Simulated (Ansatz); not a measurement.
The inner images of a band of ClH + GeH4O2 (9 atoms, charge 0, multiplicity 1) are given out of order.

Method: RKS LDA/def2-SVP (Ansatz 0.2.0).

First end point:

```xyz
9
Properties=species:S:1:pos:R:3
Ge 0.137 -0.451 0.238
H 0.733 -0.344 1.644
O 1.425 -0.515 -0.963
H 1.215 -1.095 -1.719
O -0.669 1.143 -0.032
H -0.421 1.516 -0.904
H -0.912 -1.553 -0.032
Cl 0.704 2.523 2.107
H -0.049 2.028 1.084
```

Last end point:

```xyz
9
Properties=species:S:1:pos:R:3
Ge 0.157 0.129 -0.307
H 0.032 0.100 3.416
O 1.323 -0.841 -1.177
H 1.657 -0.383 -1.973
O -0.947 0.856 -1.463
H -0.997 1.823 -1.326
H -0.495 -0.791 0.725
Cl 1.107 1.801 0.681
H 0.326 0.557 2.849
```

Q: Put them in order from the first end to the last, with their energies above the first end.
A.
```xyz
9
Properties=species:S:1:pos:R:3
Ge 0.293 0.338 -0.263
H -0.026 -0.136 3.170
O 1.560 -0.581 -1.036
H 1.373 -0.722 -1.984
O -0.669 1.005 -1.574
H -1.450 1.500 -1.259
H -0.516 -0.507 0.734
Cl 1.244 1.915 0.842
H 0.354 0.440 2.795
```
B.
```xyz
9
Properties=species:S:1:pos:R:3
Ge 0.319 0.464 -0.309
H -0.048 -0.241 2.825
O 1.654 -0.195 -1.227
H 1.499 -1.133 -1.448
O -0.778 1.266 -1.419
H -1.676 1.342 -1.043
H -0.419 -0.602 0.528
Cl 1.251 1.958 0.909
H 0.360 0.395 2.608
```
C.
```xyz
9
Properties=species:S:1:pos:R:3
Ge 0.286 0.457 -0.144
H 0.028 -0.153 2.282
O 1.645 -0.177 -1.057
H 1.525 -1.131 -1.227
O -0.890 1.520 -0.900
H -1.739 1.054 -1.025
H -0.533 -0.804 0.277
Cl 1.374 1.983 0.933
H 0.467 0.503 2.285
```
D.
```xyz
9
Properties=species:S:1:pos:R:3
Ge -0.074 -0.135 0.098
H 0.065 -0.084 1.644
O 1.549 -0.222 -0.584
H 1.599 -0.923 -1.262
O -0.922 1.324 -0.410
H -1.636 1.106 -1.039
H -0.886 -1.385 -0.322
Cl 1.561 2.325 1.464
H 0.907 1.245 1.835
```
E.
```xyz
9
Properties=species:S:1:pos:R:3
Ge 0.152 0.237 0.055
H 0.103 -0.048 1.831
O 1.660 -0.171 -0.756
H 1.565 -1.060 -1.157
O -0.918 1.491 -0.562
H -1.727 1.063 -0.909
H -0.705 -1.078 -0.067
Cl 1.396 2.041 1.124
H 0.637 0.777 1.866
```
F.
```xyz
9
Properties=species:S:1:pos:R:3
Ge 0.055 -0.454 0.247
H 0.389 -0.482 1.736
O 1.539 -0.415 -0.699
H 1.456 -0.880 -1.552
O -0.781 1.136 0.076
H -0.910 1.427 -0.849
H -0.898 -1.535 -0.317
Cl 1.153 2.427 1.806
H 0.159 2.028 0.975
```
G.
```xyz
9
Properties=species:S:1:pos:R:3
Ge -0.044 -0.339 0.156
H 0.158 -0.267 1.672
O 1.549 -0.288 -0.598
H 1.610 -0.865 -1.381
O -0.920 1.178 -0.128
H -1.383 1.232 -0.985
H -0.860 -1.532 -0.397
Cl 1.609 2.315 1.695
H 0.444 1.816 1.391
```

A: F (+0.3 kcal/mol), G (+9.1 kcal/mol), D (+13.4 kcal/mol), E (+36.1 kcal/mol), C (+10.4 kcal/mol), B (-1.2 kcal/mol), A (-3.7 kcal/mol).

The run took 58 s on 2 threads of AMD EPYC 9R45 96-Core Processor (Zen 5) (shared host), peak memory 0.16 GiB.
